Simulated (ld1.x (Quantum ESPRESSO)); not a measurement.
How hard is this Be TM semilocal potential?

| Quantity | Value |
| --- | --- |
| Element | beryllium (Be) |
| Generator | ld1.x (Quantum ESPRESSO) 7.5 |
| Type | norm-conserving Troullier–Martins (semilocal form) |
| Functional | BLYP |
| Relativity | non-relativistic |
| Frozen core | [He] |
| Valence charge | 2 |
| Reference configuration | 2s2 2p0 |
| Partial waves | 2s (bound): rc 2.25 bohr; 2p (bound, empty): rc 3.00 bohr |
| Local potential | the p channel |
| Core correction | Bessel-smoothed model core inside 1.30 bohr |

The pseudo-atom Hamiltonian at the reference potential is diagonalised in spherical Bessel functions j_l(qr) that vanish at 20 bohr, with q² up to the cutoff. All-electron valence levels (Ry): 2s -0.4018, 2p -0.1418.

Question: How do the lowest levels (Ry) of each channel move with the cutoff, and are there ghosts?

Answer:

```tsv
cutoff (Ry)	s #1	p #1	p #2	Σ f·Δε (mRy)
8	-0.3987	-0.1361	0.0330	6.2
10	-0.4007	-0.1400	0.0324	2.4
12	-0.4012	-0.1414	0.0323	1.2
15	-0.4013	-0.1417	0.0322	1.1
18	-0.4014	-0.1417	0.0322	0.9
21	-0.4015	-0.1418	0.0322	0.6
25	-0.4017	-0.1418	0.0322	0.3
400	-0.4018	-0.1418	0.0322	0.0
```

Result: no extra level below or beside the all-electron valence levels (s, p tested); the semilocal form is local in each channel, so this says nothing of the separable form that plane-wave codes build from it; 10 mRy is reached at 8 Ry and 1 mRy at 18 Ry.
